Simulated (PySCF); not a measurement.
SMILES FC(F)(F)c1cccc[c]1[GeH3] (C7H7F3Ge) at its GFN2-xTB optimised geometry (Å):

```
18

F     -1.0834    -2.5292     0.8705
C     -1.6023    -1.6687    -0.0344
F     -2.9159    -1.6170     0.2041
F     -1.4546    -2.2784    -1.2286
C     -0.9169    -0.3414     0.0000
C     -1.6515     0.8342    -0.0045
C     -0.9857     2.0476     0.0000
C      0.3986     2.0736     0.0018
C      1.1165     0.8903     0.0000
C      0.4748    -0.3414     0.0000
Ge     1.5240    -1.9974     0.0267
H     -2.7304     0.7966    -0.0085
H     -1.5487     2.9681    -0.0005
H      0.9199     3.0195     0.0031
H      2.1979     0.9140    -0.0035
H      2.9159    -1.5943    -0.3531
H      1.0430    -3.0195    -0.9390
H      1.5705    -2.5711     1.4009
```

Method: CAM-B3LYP/def2-SVP (PySCF). Cells within 0.4 Å of a nucleus heavier than hydrogen are left out (blank, or x).

Map of the Laplacian of the electron density (e/bohr⁵), clipped to [-1.50, 1.50] on the plane z = 0.0 Å:

```
|5555555555555555555555555555555|
|5555555555555555555555555555555|
|5555555555555555555555555555555|
|5555555555555555555555555555555|
|5555555555555555555555555555555|
|5555555555555555555555555555555|
|5555555555545555544555555555555|
|5555555555404555502555555555555|
|5555555555522555314555555555555|
|555555555554xx24xx5555555555555|
|555555555553xx33x55555555555555|
|5555555555522555423555555555555|
|5555555433xx455554x621555555555|
|5555555301xx555557xx20555555555|
|5555555545413555522555555555555|
|555555555553xx44x34555555555555|
|555555555555xx11xx5555555555555|
|5555555655543644724555555555555|
|5555557786513555544555555555555|
|5555577x55xx4555559996445555555|
|5555567x65xx5555579xx9445555555|
|5555557776556555579xx9555555555|
|5555555555566655559996555555555|
|5555555555555555555555555555555|
|5555555555555555555555555555555|
|5555555555555555555555555555555|
|5555555555555555555555555555555|
|5555555555555555555555555555555|
|5555555555555555555555555555555|
|5555555555555555555555555555555|
|5555555555555555555555555555555|
```
Scale: ten equal steps from -1.50 (start of '0') to 1.50 (end of '9'), in the order '0123456789'; x runs from -5.50 to 5.50, y from -5.50 (bottom) to 5.50 (top).
